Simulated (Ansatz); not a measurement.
A made-up structure of MgAlHClF, singlet:

```csv
atom,x (Å),y (Å),z (Å)
F1,-0.4048,-2.5822,2.2036
Mg2,-0.1261,-1.2513,1.0903
Al3,0.3025,0.7911,-0.6176
Cl4,0.5353,-3.0857,-0.3597
H5,1.6171,1.6226,-0.9456
```

It is relaxed with PBE-D4/def2-SVP and then PBE0-D4/def2-TZVP (Ansatz 0.2.0). Atoms count as bonded within 1.22 times the sum of their covalent radii (H–H: 0.88 Å). The end point is not checked to be a true minimum.

**Question.** Does its bonding change? (Judge from chemistry; the calculation decides.)

**Answer.** Computed: Yes. Formed: Al3–Cl4; broken: none.

Where it ends: The first stage lowers the energy by 2.25 eV in 13 steps. It ends as MgAlHClF ([F][Mg]1[AlH][Cl]1):
F1  (-0.818, -2.586, 2.588)
Mg2  (-0.172, -1.487, 1.383)
Al3  (0.735, 0.301, -0.266)
Cl4  (0.829, -1.915, -0.888)
H5  (1.350, 1.182, -1.445)
(Å)

Labels in which every atom is bracketed show which atoms are joined, not bond orders.

For scale, one of the runs: PBE0-D4/def2-TZVP relaxation, 143 basis functions, launched by `ansatz run in.yaml --threads 2 --pin off --events-out ev --progress --plain --max-ram 4352MiB`. The run took about 24 s on 2 CPU threads of an Arm Neoverse V1 (shared host).
